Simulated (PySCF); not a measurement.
CH₈Ge₂, SMILES [GeH3][CH2][GeH3]. Heavy atoms are numbered as in [GeH3:1][CH2:2][GeH3:3]. Hydrogens are named by the atom that carries them.

The structure is a stationary point at PBE0-D3(BJ)/def2-SVP.

The numbers are results of PBE/def2-TZVP (PySCF), not measurements.

Atomic charges (e), one atom of each kind:

```json
[
 {"atom": "Ge1 (GeH3)", "Löwdin": "0.33", "Mulliken": "0.09", "meta-Löwdin": "0.30"},
 {"atom": "C2 (CH2)", "Löwdin": "-0.63", "Mulliken": "-0.44", "meta-Löwdin": "-0.58"},
 {"atom": "H on Ge1", "Löwdin": "-0.05", "Mulliken": "-0.01", "meta-Löwdin": "-0.05"},
 {"atom": "H on C2", "Löwdin": "0.14", "Mulliken": "0.15", "meta-Löwdin": "0.14"}
]
```
